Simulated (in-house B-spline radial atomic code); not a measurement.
Re. Computed with a B-spline radial atomic code. Model: non-relativistic spherical atom: semilocal Troullier-Martins pseudo-atom, one channel per l, against all electrons, high spin, G0W0 and RPA with empty states to l = 8, local potential for every l without a channel, a model core (radius 0 = none) keeps its share of the functional.

Without relativity these are model numbers for so heavy an element.

What the tables leave out is listed at the end.

The pseudopotential gives back the lowest level of each angular momentum of its own functional in the configuration it was made in; a second state of the same l is only approximately right. Exact exchange, RPA and GW see the smooth pseudo-orbitals and miss the exchange with the core, for which the functional's share stands in. The column with an uncorrelated core keeps all orbitals and exact exchange, and so separates missing core correlation from pseudisation. Only the three outermost levels and the lowest empty one were computed. RPA here is direct RPA, with no exchange kernel, and its energies carry an (l + 1/2)⁻⁴ tail. A hybrid on a potential with a model core restores only its own semilocal share of the core's exchange.

Command:
```bash
python run_psgw.py task.json out
```
Settings (lengths in bohr, energies in hartree):
```
Z                      75
electrons              75
configuration          [Xe] 4f14 5d5 6s2
generated_in           [Xe] 4f14 5d5 6s2
functional             pbe,pbe
core_shells            9
radius_factor          1.3
core_correction        False
ion_configuration      [Xe] 4f14 5d5 6s1
```

Run time, properties included: 2.1 min on 1 thread of Arm Neoverse N1, with other jobs on the host.

Given: made with PBE; model core radius 0 bohr; local radius 1.405 bohr; mean-field start PBE0.

Valence shells of the generating configuration: 5s, 4f, 5p, 5d, 6s.

Channel: s 1.334, p 1.446, d 1.804, f 1.807 (radii in bohr).

Computed: largest level miss in the spin-unpolarised generating configuration 0.149 eV; valence RPA correlation energy all-electron orbitals -1.9942 hartree; all-electron RPA polarisability, core included 61.673 bohr³; pseudo-atom RPA polarisability 59.677 bohr³; ionisation by mean-field all-electron 6.4687 eV; ionisation by mean-field pseudo minus all 0.119 eV; ionisation by RPA all-electron 6.9973 eV.

```tsv
level	occupied	mean-field all-electron (eV)	mean-field pseudo minus all (eV)	G0W0 all-electron (eV)	G0W0 uncorrelated core minus all (eV)	G0W0 pseudo minus all (eV)	exchange self-energy all-electron (eV)	exchange self-energy pseudo (eV)
6s down	1	-4.6638	-0.094	-6.9006	0.002	-0.116	-8.0274	-7.9253
6s up	1	-5.9815	-0.097	-8.2811	0.001	-0.124	-10.999	-10.823
```

What is the valence RPA correlation energy pseudo?

-2.524 hartree.

What is the ionisation by RPA pseudo minus all?

0.083 eV.

Given: mean-field start Hartree-Fock.

Computed: valence RPA correlation energy pseudo -2.3112 hartree; pseudo-atom RPA polarisability 56.718 bohr³; ionisation by mean-field all-electron 5.2978 eV; ionisation by mean-field pseudo minus all 0.045 eV; ionisation by RPA all-electron 6.4984 eV; ionisation by RPA pseudo minus all 0.037 eV.

```tsv
level	occupied	mean-field all-electron (eV)	mean-field pseudo minus all (eV)	G0W0 all-electron (eV)	G0W0 uncorrelated core minus all (eV)	G0W0 pseudo minus all (eV)	exchange self-energy all-electron (eV)	exchange self-energy pseudo (eV)
6s down	1	-5.4259	-0.048	-6.6138	0.002	-0.018	-7.0283	-6.8782
6s up	1	-7.3253	0.16	-8.4083	0.002	0.163	-10.457	-9.8516
```

What is the all-electron RPA polarisability, core included?

56.539 bohr³.

What is the valence RPA correlation energy all-electron orbitals?

-1.7782 hartree.

Among the listed levels the largest G0W0 shift of the pseudo-atom is +0.16 eV, for 6s up on the Hartree-Fock start, while leaving the core uncorrelated moves that level by +0.00 eV. So pseudisation and the lost core exchange, not the missing core correlation, make the error. Not in the tables (levels of low weight, unsolved or above zero; the highest and the empty levels are kept at any weight): the PBE start was refused, since an empty level lay at or below an occupied one; on PBE0 the G0W0 levels 5d up (pseudo minus all -0.49 eV, weights 0.68 and 0.61), 5d down (pseudo minus all -0.26 eV, weights 0.55 and 0.55); on Hartree-Fock the G0W0 levels 5d up (pseudo minus all -0.20 eV, weights 0.41 and 0.86).
